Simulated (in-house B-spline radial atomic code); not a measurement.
Values are calculated unless marked as measured or tabulated.
Fe in electron gases of falling density

A nucleus sits in a uniform electron gas with a rigid positive background. The Kohn-Sham equations are solved self-consistently in the spin-unpolarised LDA (PW92), non-relativistic, on B-splines with outgoing waves at the boundary and partial waves to l = 8. The model has no lattice, no bands and no magnetic solution. Atomic units; δ_l are the phase shifts at the Fermi level, counted so that each bound state adds π, and good to about 0.0005. A narrow, partly filled d or f resonance in a thin gas would split by spin, so such rows rest on a solution that is probably unstable.

```json
{"r_s (bohr)": "1.5", "k_F": "1.2794", "δ0/π": "2.735", "δ1/π": "1.957", "δ2/π": "0.813", "shallowest bound level (hartree)": "p -1.24", "σ_tr (bohr²)": "15.49", "Q (a.u.)": "1.402"}
{"r_s (bohr)": "1.65", "k_F": "1.1631", "δ0/π": "2.780", "δ1/π": "1.981", "δ2/π": "0.811", "shallowest bound level (hartree)": "p -1.32", "σ_tr (bohr²)": "18.64", "Q (a.u.)": "1.152"}
{"r_s (bohr)": "1.8", "k_F": "1.0662", "δ0/π": "2.819", "δ1/π": "1.999", "δ2/π": "0.809", "shallowest bound level (hartree)": "p -1.38", "σ_tr (bohr²)": "22.26", "Q (a.u.)": "0.972"}
{"r_s (bohr)": "2", "k_F": "0.9596", "δ0/π": "2.865", "δ1/π": "2.016", "δ2/π": "0.804", "shallowest bound level (hartree)": "p -1.45", "σ_tr (bohr²)": "27.69", "Q (a.u.)": "0.793"}
{"r_s (bohr)": "2.07", "k_F": "0.9271", "δ0/π": "2.880", "δ1/π": "2.020", "δ2/π": "0.803", "shallowest bound level (hartree)": "p -1.47", "σ_tr (bohr²)": "29.76", "Q (a.u.)": "0.743"}
{"r_s (bohr)": "2.2", "k_F": "0.8723", "δ0/π": "2.906", "δ1/π": "2.026", "δ2/π": "0.799", "shallowest bound level (hartree)": "p -1.51", "σ_tr (bohr²)": "33.81", "Q (a.u.)": "0.661"}
{"r_s (bohr)": "2.4", "k_F": "0.7996", "δ0/π": "2.944", "δ1/π": "2.032", "δ2/π": "0.794", "shallowest bound level (hartree)": "p -1.56", "σ_tr (bohr²)": "40.68", "Q (a.u.)": "0.562"}
{"r_s (bohr)": "2.67", "k_F": "0.7188", "δ0/π": "2.992", "δ1/π": "2.035", "δ2/π": "0.787", "shallowest bound level (hartree)": "p -1.61", "σ_tr (bohr²)": "51.45", "Q (a.u.)": "0.464"}
{"r_s (bohr)": "3", "k_F": "0.6397", "δ0/π": "3.048", "δ1/π": "2.034", "δ2/π": "0.779", "shallowest bound level (hartree)": "p -1.66", "σ_tr (bohr²)": "67.71", "Q (a.u.)": "0.383"}
{"r_s (bohr)": "3.3", "k_F": "0.5816", "δ0/π": "3.095", "δ1/π": "2.030", "δ2/π": "0.772", "shallowest bound level (hartree)": "p -1.69", "σ_tr (bohr²)": "86.40", "Q (a.u.)": "0.334"}
{"r_s (bohr)": "3.6", "k_F": "0.5331", "δ0/π": "3.140", "δ1/π": "2.024", "δ2/π": "0.766", "shallowest bound level (hartree)": "p -1.72", "σ_tr (bohr²)": "109.51", "Q (a.u.)": "0.299"}
{"r_s (bohr)": "4", "k_F": "0.4798", "δ0/π": "3.196", "δ1/π": "2.015", "δ2/π": "0.758", "shallowest bound level (hartree)": "p -1.75", "σ_tr (bohr²)": "147.74", "Q (a.u.)": "0.264"}
```

Q = n k_F σ_tr, with n = 3/(4π r_s³).

Question: How does the screening charge move between partial waves as the gas thins?

Answer: By (2/π)(2l + 1) δ_l, at r_s = 1.5 it is s 5.47, p 11.74, d 8.13, f and beyond 0.65, and at r_s = 4 s 6.39, p 12.09, d 7.58, f and beyond -0.08. The free atom is [Ar] 3d6 4s2.

Question: What end-to-end powers of r_s do the first and last rows give for σ_tr and Q?

Answer: σ_tr goes as r_s^+2.30 and Q as r_s^-1.70. Since n k_F/k_F² goes as r_s⁻², Q = 4π n Σ/k_F would fall as r_s⁻² at fixed phase shifts; the sum Σ (l + 1) sin²(δ_l − δ_(l+1)) is 2.018 in the first row and 2.706 in the last, and ranges from 2.01 to 2.71 between them, so these powers are no law.
